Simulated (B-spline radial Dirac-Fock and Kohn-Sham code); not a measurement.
The computed values come from an atomic code on a B-spline grid: relaxed Dirac-Fock hole states (ΔSCF) with Breit and QED corrections and a finite nucleus. Free neutral atoms.

Question: Order these X-ray lines by photon energy, lowest first.
A. Se Lβ4
B. Hf Mα2
C. Fe Lη
D. Ge Lβ1
E. Lu Mβ
F. In Mγ

Answer: C (624.6 eV), F (651.8 eV), D (1220.8 eV), A (1489.3 eV), E (1634.1 eV), B (1646.0 eV).
